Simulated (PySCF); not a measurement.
# A series of derivatives of C=C(CC)CCF

Parent skeleton `[CH2:1]=[C:2]([CH2:3][CH3:4])[CH2:5][CH2:6][F:7]`; one hydrogen on atom 1 is replaced by X. Hydrogens on one atom are averaged.

PySCF calculation with GIAO PBE0/pcSseg-1 shieldings and GFN2-xTB geometry; no relativistic terms, one computed conformer, in vacuum, equivalent nuclei averaged.

References, each an isolated molecule treated in the same way: TMS for 13C, 1H; CFCl3 for 19F.

Parent (X = H): C1 116.5, C2 161.8, C3 34.4, C4 15.7, C5 40.4, C6 89.4, F7 -243.5, H(C1) 4.99, H(C3) 2.39 ppm. Effects are Δδ = δ(X) − δ(H), positive for deshielding.

Question: Give Δδ (ppm) for X = CH2NH2, NMe2, COCH3, CH2F, CH2SiH3.

Answer: 
```csv
X,SMILES,C1,C2,C3,C4,C5,C6,F7,H(C1),H(C3)
CH2NH2,CC/C(=C\CN)CCF,+25.5,-19.2,-5.9,+2.3,+8.2,-2.3,+0.8,+0.53,-0.29
NMe2,CC/C(=C\N(C)C)CCF,+28.3,-39.4,-5.0,-5.7,+5.4,-2.2,+2.3,+0.84,-0.18
COCH3,CC/C(=C/C(C)=O)CCF,+9.7,+19.3,+5.2,+1.4,-2.3,+1.4,-2.3,+1.38,-0.03
CH2F,CC/C(=C/CF)CCF,+20.6,-15.0,+1.6,+2.0,-3.6,-2.7,+0.4,+1.15,-0.31
CH2SiH3,CC/C(=C/C[SiH3])CCF,+16.0,-19.8,+2.5,+2.5,-4.9,-5.1,+5.7,+0.70,-0.43
```

Question: Which position responds most, and to which substituents?

Answer: C2: from -39.4 ppm with NMe2 to +19.3 ppm with COCH3.

Unscaled 19F shifts against computed CFCl3 carry errors that often reach 10 to 50 ppm.
